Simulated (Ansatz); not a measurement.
BF₃, charge -1, doublet, geometry from GFN2-xTB (a state made from the parent by changing its charge; the spin is typed, not shown lowest) (a gas-phase anion, which may not be bound at this level). Base run: PBE0/6-31G** in Ansatz (a first-principles code).

The Ansatz input:
Ansatz 0.2 input:
```yaml
crystal:
  periodic: [false, false, false]
  atoms:
    - {symbol: B, position_ang: [-0.01665964, 0.22066266, 0.40640217]}
    - {symbol: F, position_ang: [-1.17616439, -0.61899512, 0.19030536]}
    - {symbol: F, position_ang: [0.04332344, 1.13683746, -0.71306201]}
    - {symbol: F, position_ang: [1.14209631, -0.64043271, 0.29697767]}
basis:
  gaussian:
    orbitals: 6-31G__.json
hamiltonian:
  xc: pbe0
total_charge: -1
magnetization: {spin_polarized: true, initial_magnetization: 1}
```
The basis file holds 6-31G** in the JSON format of the Basis Set Exchange.

The bond that is stretched is that between atoms 3 and 1. A test that says stable can miss a lower solution.

Variants of this job, named by their change:

```json
[
 {"change": "base", "ΔE vs base (eV)": "0.00", "<S^2>": "0.751", "stability test says": "minimum"},
 {"change": "spin_polarized = on; lower_state_search = off", "ΔE vs base (eV)": "0.00", "<S^2>": "0.751", "stability test says": "undecided (no full test)"},
 {"change": "spin_polarized = on; lower_state_search = standard", "ΔE vs base (eV)": "0.00", "<S^2>": "0.751", "stability test says": "minimum"},
 {"change": "bond × 1.25", "ΔE vs base (eV)": "1.02", "<S^2>": "0.751", "stability test says": "minimum"},
 {"change": "spin_polarized = on; lower_state_search = off; bond × 1.25", "ΔE vs base (eV)": "1.02", "<S^2>": "0.751", "stability test says": "undecided (no full test)"},
 {"change": "spin_polarized = on; lower_state_search = standard; bond × 1.25", "ΔE vs base (eV)": "1.02", "<S^2>": "0.751", "stability test says": "minimum"},
 {"change": "bond × 1.5", "ΔE vs base (eV)": "2.19", "<S^2>": "0.753", "stability test says": "minimum"},
 {"change": "spin_polarized = on; lower_state_search = off; bond × 1.5", "ΔE vs base (eV)": "2.19", "<S^2>": "0.753", "stability test says": "undecided (no full test)"},
 {"change": "spin_polarized = on; lower_state_search = standard; bond × 1.5", "ΔE vs base (eV)": "2.19", "<S^2>": "0.753", "stability test says": "minimum"},
 {"change": "bond × 1.8", "ΔE vs base (eV)": "3.16", "<S^2>": "0.765", "stability test says": "minimum"},
 {"change": "spin_polarized = on; lower_state_search = off; bond × 1.8", "ΔE vs base (eV)": "3.16", "<S^2>": "0.765", "stability test says": "undecided (no full test)"},
 {"change": "spin_polarized = on; lower_state_search = standard; bond × 1.8", "ΔE vs base (eV)": "3.16", "<S^2>": "0.765", "stability test says": "minimum"},
 {"change": "bond × 2.2", "ΔE vs base (eV)": "3.88", "<S^2>": "0.774", "stability test says": "minimum"},
 {"change": "spin_polarized = on; lower_state_search = off; bond × 2.2", "ΔE vs base (eV)": "3.88", "<S^2>": "0.774", "stability test says": "undecided (no full test)"},
 {"change": "spin_polarized = on; lower_state_search = standard; bond × 2.2", "ΔE vs base (eV)": "3.88", "<S^2>": "0.774", "stability test says": "minimum"},
 {"change": "bond × 3.0", "ΔE vs base (eV)": "4.32", "<S^2>": "0.755", "stability test says": "minimum"},
 {"change": "spin_polarized = on; lower_state_search = off; bond × 3.0", "ΔE vs base (eV)": "4.32", "<S^2>": "0.755", "stability test says": "undecided (no full test)"},
 {"change": "spin_polarized = on; lower_state_search = standard; bond × 3.0", "ΔE vs base (eV)": "4.32", "<S^2>": "0.755", "stability test says": "minimum"}
]
```

A gas-phase anion may not be bound at this level; its values then depend on the basis.

On stretching, the SCF can end on different states; <S^2> shows the spin contamination of each.
